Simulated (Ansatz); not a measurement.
Stepwise reaction of `[OH][Ge]([OH])([OH])[SiH3]` with hydrogen, as a gas-phase model of exchange steps in deposition or etching. ΔE in kJ/mol.

Gas-phase electronic energies from Ansatz, PBE0-D4/def2-TZVP geometries. CBS: MP2 limit from def2 TZ/QZ plus the TZ coupled-cluster correction, frozen cores. This one scheme is used for every species. DFT in def2-TZVPP. B3LYP here is the variant with VWN-RPA as its local correlation; programs differ in this. For Ge outer-core shells are correlated without core-valence functions, which leaves a few kJ/mol of doubt a bond. Scalar relativity is left out up to krypton. Each species was taken in one conformer, which may not be the lowest.

| step | reaction | PBE-D4 | B3LYP-D4 | ωB97M-V | CCSD(T)/CBS |
| --- | --- | --- | --- | --- | --- |
| 1 | `[OH][Ge]([OH])([OH])[SiH3]` + H₂ → `[OH][GeH]([OH])[SiH3]` + H₂O | 36.2 | 41.2 | 41.3 | 39.2 |
| 3 | `[OH][GeH2][SiH3]` + H₂ → `[SiH3][GeH3]` + H₂O | -6.4 | -4.1 | -6.9 | -9.2 |

Give the row of step 2, `[OH][GeH]([OH])[SiH3]` + H₂ → `[OH][GeH2][SiH3]` + H₂O. (An estimate is asked.)

The calculation gave: 
| step | reaction | PBE-D4 | B3LYP-D4 | ωB97M-V | CCSD(T)/CBS |
| --- | --- | --- | --- | --- | --- |
| 2 | `[OH][GeH]([OH])[SiH3]` + H₂ → `[OH][GeH2][SiH3]` + H₂O | 19.7 | 20.7 | 19.4 | 17.8 |

By hand: ΔE of the 3 steps together at CCSD(T)/CBS.

(39.2) + (17.8) + (-9.2) = 47.8 kJ/mol, or 15.9 kJ/mol a step.

In ΔE each step is lower than the one before. PBE-D4 differs from CCSD(T)/CBS by -3.0 to 2.8 kJ/mol a step. Isolated molecules leave out the surface, adducts and barriers. Largest T1 diagnostic: 0.013.
